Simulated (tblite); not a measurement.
Start geometry of `FC(F)(c1pc(sc1C)C)F` from a force field or distance geometry (Å):
```
atom  x, y, z in Å
C1     3.3284   -0.1169   -0.4046
C2     1.8358   -0.0172   -0.2487
P3     0.9782    1.5727   -0.4488
C4    -0.6340    0.7350   -0.0440
C5    -1.8770    1.5697    0.0169
F6    -2.7078    1.1935    1.0204
F7    -1.6400    2.9003    0.1858
F8    -2.5908    1.4571   -1.1324
C9    -0.6042   -0.6602    0.1706
C10   -1.8047   -1.5277    0.4685
S11    0.9277   -1.4407    0.1019
H12    3.7489   -0.8485    0.2892
H13    3.5632   -0.4193   -1.4154
H14    3.8163    0.8436   -0.2102
H15   -2.6604   -1.2167   -0.1460
H16   -2.0814   -1.4326    1.5313
H17   -1.6052   -2.5800    0.2556
```

What comes out of this run: tblite, GFN2-xTB geometry optimisation, gas phase?

```
atom  x, y, z in Å
C1     3.3038   -0.0912   -0.4027
C2     1.8277    0.0318   -0.2323
P3     0.9702    1.5149   -0.2321
C4    -0.5882    0.6991    0.0185
C5    -1.8253    1.5193    0.1134
F6    -2.4873    1.3506    1.2762
F7    -1.5591    2.8292    0.0170
F8    -2.7218    1.2425   -0.8560
C9    -0.6226   -0.6612    0.1198
C10   -1.8328   -1.5017    0.3371
S11    0.9145   -1.4228   -0.0167
H12    3.7596   -0.5474    0.4766
H13    3.5456   -0.7155   -1.2630
H14    3.7405    0.8942   -0.5503
H15   -2.5876   -1.2848   -0.4180
H16   -2.2695   -1.2887    1.3131
H17   -1.5747   -2.5564    0.2895
```

The energy falls by 9.6 kcal/mol over 101 L-BFGS steps, the largest force on an atom goes from 3.47 to 0.007 eV/Å, and the atoms move by 0.240 Å rms after alignment. The bond that changes most is C2–P3 (ends: substituted aromatic carbon; phosphorus bonded to 2 C), which shortens by 0.104 Å. Bonds longer at the end by more than 0.005 Å: 2 of 17; shorter: 13. Among the angles that change most is C1–C2–P3, from 121.0° to 124.5°. Among the dihedrals that turn most is H13–C1–C2–P3, from -95° to -122°. Rotational constants go from 1383, 618.8, 465.4 to 1450, 639.6, 483.6 MHz. The orientation of the end geometry is arbitrary; only internal coordinates are fixed.

Its GFN2-xTB frequencies are all real (lowest 34 cm⁻¹).

These are computed values.
